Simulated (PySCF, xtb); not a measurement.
thionyl fluoride (F₂OS), SMILES O=S(F)F.

GFN2-xTB in xtb at its own geometry gives an orbital gap of 6.00 eV and a dipole moment of 3.65 D.

Geometry optimised at PBE0-D3(BJ)/def2-TZVP.

Problem. What does PBE/def2-TZVPD in PySCF give? (Estimate from the structure and the level; the computed values follow.)

Solution. gap 5.89 eV (levels -8.23 and -2.33 eV), dipole 1.47 D.
